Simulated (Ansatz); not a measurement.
Molecule: AsH3, charge 1, multiplicity 2. 
Structure (B3LYP-D3(BJ)/def2-TZVP (Ansatz, a first-principles code) minimum search):
```xyz
4

As     0.0005     0.0000     0.0359
H     -0.8542    -1.1590    -0.3848
H     -0.5843     1.3154    -0.3865
H      1.4235    -0.1555    -0.4128
```
Charge +1, spin multiplicity 2.

Basis-set convergence of Hartree-Fock and CCSD correlation energies (hartree) with Ansatz. Correlated levels leave the core frozen unless marked. UHF or UKS for open shells. Spin-orbit coupling is left out. The frozen core is the preceding noble-gas configuration, with the filled d and f shells of earlier blocks. Non-relativistic.

```tsv
basis	functions	E(HF)	E(corr, CCSD)
def2-SVPD	62	-2235.33961	-0.12551
def2-TZVPPD	105	-2235.61934	-0.14696
def2-QZVPPD	194	-2235.66456	-0.15373
```

Extrapolating the two largest sets (X = 3 and 4) as X^-3: E(corr) = (64·(-0.15373) - 27·(-0.14696))/37 = -0.1587 Eh, an estimate of the basis-set limit. The largest set recovers 96.9 % of it, the smallest 79.1 %.
